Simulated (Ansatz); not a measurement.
C₃H₄BF, SMILES `BC1=CC1F`, relaxed with RKS PBE0-D4/def2-TZVP in Ansatz 0.2.0 from a PBE-D4/def2-SVP geometry. The force threshold is 0.005 eV/Å; the program also tests the step.

Charge 0, multiplicity 1.

Start:

```xyz
9

B    -1.456    0.806    0.055
C    -0.261   -0.060    0.318
C     0.627   -0.956    0.741
C     1.124   -0.191   -0.376
F     1.193   -0.763   -1.627
H    -1.737    1.720    0.809
H    -2.092    0.648   -0.969
H     0.756   -1.852    1.361
H     1.844    0.647   -0.310
```

Problem. By how much does the energy fall, and how many steps does the optimiser take? (An estimate is asked.)

Solution. The calculation gave: 5.51 kJ/mol, in 12 steps, 1 of them rejected.

Problem. Which bonds change most? (An estimate is asked.)

Solution. Computed: C2–C4 from 1.555 to 1.516 Å; B1–H6 from 1.217 to 1.195 Å; B1–H7 from 1.216 to 1.194 Å; C4–H9 from 1.107 to 1.086 Å.

Problem. Give the relaxed structure. (An estimate is asked.)

Solution. The calculation gave: 
```xyz
9

B    -1.456    0.803    0.054
C    -0.233   -0.036    0.274
C     0.605   -0.938    0.720
C     1.131   -0.183   -0.372
F     1.210   -0.761   -1.619
H    -1.732    1.678    0.819
H    -2.112    0.631   -0.928
H     0.715   -1.802    1.355
H     1.871    0.609   -0.301
```
